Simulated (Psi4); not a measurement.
C5H11Si, doublet, at a GFN2-xTB geometry, with bond 13-5 at 1.3 times its length; PBE0/3-21G (Psi4 1.11).

The Psi4 input:
```
memory 2 GB

molecule {
0 2
C     2.06786214    1.74813003   -0.40400846
C     0.94744866    1.17771277   -0.10424235
Si   -0.26267662   -0.19972994    0.05641011
C    -0.70919004   -0.37488162    1.90150174
C    -1.80525477    0.25556010   -0.96722848
C     0.42809799   -1.87456898   -0.57640950
H     2.24392170    2.80739708   -0.24657127
H     2.92197778    1.22572443   -0.83410363
H    -1.43197317   -1.17002222    2.05988663
H    -1.13933223    0.54240514    2.29074624
H     0.16790572   -0.60475005    2.49848666
H    -2.25043938    1.18136668   -0.61700064
H    -1.48178816    0.42714639   -2.33019064
H    -2.56445753   -0.51865903   -0.90469755
H     1.31483648   -2.16476627   -0.02132360
H    -0.30374718   -2.67051690   -0.47201190
H     0.70143109   -1.81122300   -1.62516930
}

set {
  basis 3-21g
  reference uks
  guess sadno
}

energy('pbe0')
print_variables()
```

Problem. Predict the main parts of the log of this Psi4 run.

Solution. 
```
   => Loading Basis Set <=

    Name: 3-21G
    Role: ORBITAL
    Keyword: BASIS

         ---------------------------------------------------------
                                   SCF
               by Justin Turney, Rob Parrish, Andy Simmonett
                          and Daniel G. A. Smith
                              UKS Reference
         ---------------------------------------------------------

  ==> Geometry <==

    Molecular point group: c1
    Full point group: C1

    Geometry (in Angstrom), charge = 0, multiplicity = 2:

       Center              X                  Y                   Z               Mass
    ------------   -----------------  -----------------  -----------------  -----------------
         C            2.048048851930     1.719682123623    -0.399667865167    12.000000000000
         C            0.927635371930     1.149264863623    -0.099901755167    12.000000000000
         SI          -0.282489908070    -0.228177846377     0.060750704833    27.976926534650
         C           -0.729003328070    -0.403329526377     1.905842334833    12.000000000000
         C           -1.825068058070     0.227112193623    -0.962887885167    12.000000000000
         C            0.408284701930    -1.903016886377    -0.572068905167    12.000000000000
         H            2.224108411930     2.778949173623    -0.242230675167     1.007825032230
         H            2.902164491930     1.197276523623    -0.829763035167     1.007825032230
         H           -1.451786458070    -1.198470126377     2.064227224833     1.007825032230
         H           -1.159145518070     0.513957233623     2.295086834833     1.007825032230
         H            0.148092431930    -0.633197956377     2.502827254833     1.007825032230
         H           -2.270252668070     1.152918773623    -0.612660045167     1.007825032230
         H           -1.501601448070     0.398698483623    -2.325850045167     1.007825032230
         H           -2.584270818070    -0.547106936377    -0.900356955167     1.007825032230
         H            1.295023191930    -2.193214176377    -0.016983005167     1.007825032230
         H           -0.323560468070    -2.698964806377    -0.467671305167     1.007825032230
         H            0.681617801930    -1.839670906377    -1.620828705167     1.007825032230

  Running in c1 symmetry.

  Rotational constants: A =      0.10021  B =      0.06140  C =      0.06116 [cm^-1]
  Rotational constants: A =   3004.21574  B =   1840.60676  C =   1833.56368 [MHz]
  Nuclear repulsion =  281.818853211387989

  Charge       = 0
  Multiplicity = 2
  Electrons    = 55
  Nalpha       = 28
  Nbeta        = 27

  ==> Algorithm <==

  SCF Algorithm Type is DF.
  DIIS enabled.
  MOM disabled.
  Fractional occupation disabled.
  Guess Type is SADNO.
  Energy threshold   = 1.00e-06
  Density threshold  = 1.00e-06
  Integral threshold = 1.00e-12

  ==> Primary Basis <==

  Basis Set: 3-21G
    Blend: 3-21G
    Number of shells: 54
    Number of basis functions: 80
    Number of Cartesian functions: 80
    Spherical Harmonics?: false
    Max angular momentum: 1

  ==> DFT Potential <==

   => LibXC <=

    Version 7.1.2
    S. Lehtola, C. Steigemann, M. J. T. Oliveira, and M. A. L. Marques,  SoftwareX 7, 1–5 (2018) (10.1016/j.softx.2017.11.002)

   => Composite Functional: PBE0 <=

    PBE0 Hyb-GGA Exchange-Correlation Functional

    C. Adamo and V. Barone,  J. Chem. Phys. 110, 6158 (1999) (10.1063/1.478522)
    M. Ernzerhof and G. E. Scuseria,  J. Chem. Phys. 110, 5029 (1999) (10.1063/1.478401)

    Deriv               =              1
    GGA                 =           TRUE
    Meta                =          FALSE

    Exchange Hybrid     =           TRUE
    MP2 Hybrid          =          FALSE

   => Exchange Functionals <=

    0.7500   Perdew, Burke & Ernzerhof

   => Exact (HF) Exchange <=

    0.2500               HF

   => Correlation Functionals <=

    1.0000   Perdew, Burke & Ernzerhof

   => LibXC Density Thresholds  <==

    XC_HYB_GGA_XC_PBEH:  1.00E-15

   => Molecular Quadrature <=

    Radial Scheme          =       TREUTLER
    Pruning Scheme         =           NONE
    Nuclear Scheme         =       TREUTLER

    Blocking Scheme        =         OCTREE
    BS radius alpha        =              1
    Pruning alpha          =              1
    Radial Points          =             75
    Spherical Points       =            302
    Total Points           =         362353
    Total Blocks           =           2706
    Max Points             =            256
    Max Functions          =             76
    Weights Tolerance      =       1.00E-15

   => Loading Basis Set <=

    Name: (3-21G AUX)
    Role: JKFIT
    Keyword: DF_BASIS_SCF

  ==> Integral Setup <==

  SCF_SUBTYPE=INCORE selected. In-core MEM_DF algorithm will be used.
  Using in-core AOs.

  ==> MemDFJK: Density-Fitted J/K Matrices <==

    J tasked:                   Yes
    K tasked:                   Yes
    wK tasked:                   No
    Algorithm:                 Core
    Schwarz Cutoff:           1E-12
    Mask sparsity (%):       4.3438
    Fitting Condition:        1E-10

   => Auxiliary Basis Set <=

  Basis Set: (3-21G AUX)
    Blend: DEF2-UNIVERSAL-JKFIT
    Number of shells: 229
    Number of basis functions: 820
    Number of Cartesian functions: 820
    Spherical Harmonics?: false
    Max angular momentum: 4

  Minimum eigenvalue in the overlap matrix is 8.6175849918E-03.
  Reciprocal condition number of the overlap matrix is 1.9670132274E-03.
    Using symmetric orthogonalization.

  ==> Pre-Iterations <==

  SCF Guess: Superposition of Atomic Densities' Natural Orbitals via on-the-fly atomic UHF (doi:10.1021/acs.jctc.8b01089).

   -------------------------------------------------------
    Irrep   Nso     Nmo     Nalpha   Nbeta   Ndocc  Nsocc
   -------------------------------------------------------
     A         80      80      28      27      27       1
   -------------------------------------------------------
    Total      80      80      28      27      27       1
   -------------------------------------------------------

  ==> Iterations <==

                           Total Energy        Delta E     RMS |[F,P]|

   @DF-UKS iter   1:  -482.19924542787516   -4.82199e+02   2.08945e-02 ADIIS/DIIS
   @DF-UKS iter   2:  -483.13840654909859   -9.39161e-01   1.19155e-02 ADIIS/DIIS
   @DF-UKS iter   3:  -483.44743099429468   -3.09024e-01   6.47233e-03 ADIIS/DIIS
   @DF-UKS iter   4:  -483.57469841769398   -1.27267e-01   2.02717e-03 ADIIS/DIIS
   @DF-UKS iter   5:  -483.58956111241912   -1.48627e-02   4.15031e-04 ADIIS/DIIS
   @DF-UKS iter   6:  -483.59013727872912   -5.76166e-04   1.43494e-04 ADIIS/DIIS
   @DF-UKS iter   7:  -483.59023157407182   -9.42953e-05   3.40306e-05 DIIS
   @DF-UKS iter   8:  -483.59024881864173   -1.72446e-05   2.16999e-05 DIIS
   @DF-UKS iter   9:  -483.59025972316010   -1.09045e-05   1.23166e-05 DIIS
   @DF-UKS iter  10:  -483.59026351013773   -3.78698e-06   4.10207e-06 DIIS
   @DF-UKS iter  11:  -483.59026376504875   -2.54911e-07   9.50249e-07 DIIS
  Energy and wave function converged.

  ==> Post-Iterations <==

   Electrons on quadrature grid:
      Nalpha   =   27.9999900178 ; deviation = -9.982e-06
      Nbeta    =   26.9999920771 ; deviation = -7.923e-06
      Ntotal   =   54.9999820949 ; deviation = -1.791e-05

   @Spin Contamination Metric:   1.311538204E-02
   @S^2 Expected:                7.500000000E-01
   @S^2 Observed:                7.631153820E-01
   @S   Expected:                5.000000000E-01
   @S   Observed:                5.000000000E-01

    Orbital Energies [Eh]
    ---------------------

    Alpha Occupied:

[...]
      28A     -0.209004

    Alpha Virtual:

[...]
      80A      2.040582

    Beta Occupied:

[...]
    Beta Virtual:

[...]
    Final Occupation by Irrep:
              A
    DOCC [    27 ]
    SOCC [     1 ]
    NA   [    28 ]
    NB   [    27 ]

  @DF-UKS Final Energy:  -483.59026376504875

   => Energetics <=

    Nuclear Repulsion Energy =            281.8188532113879887
    One-Electron Energy =               -1220.9848946125321163
    Two-Electron Energy =                 494.6269672123258374
    DFT Exchange-Correlation Energy =     -39.0511895762304135
    Empirical Dispersion Energy =           0.0000000000000000
    VV10 Nonlocal Energy =                  0.0000000000000000
    Total Energy =                       -483.5902637650487463

  UHF NO Occupations:
  HONO-2 :   26  A 1.9990223
  HONO-1 :   27  A 1.9952696
  HONO-0 :   28  A 1.0000000
  LUNO+0 :   29  A 0.0047304
  LUNO+1 :   30  A 0.0009777
  LUNO+2 :   31  A 0.0004633
  LUNO+3 :   32  A 0.0001617

Computation Completed

Properties will be evaluated at   0.000000,   0.000000,   0.000000 [a0]

Properties computed using the SCF density matrix

 Multipole Moments:

 ------------------------------------------------------------------------------------
     Multipole            Electronic (a.u.)      Nuclear  (a.u.)        Total (a.u.)
 ------------------------------------------------------------------------------------

 L = 1.  Multiply by 2.5417464519 to convert [e a0] to [Debye]
 Dipole X            :          1.9442170           -1.9182317            0.0259853
 Dipole Y            :          2.6701663           -2.8819041           -0.2117378
 Dipole Z            :          0.1850721           -0.1432357            0.0418365
 Magnitude           :                                                    0.2173900

 ------------------------------------------------------------------------------------

  Variable Map:
  ----------------------------------------------------------------------------
[...]
  Array Variable Map:
  ----------------------------------------------------------------------------
[...]
[...]
```
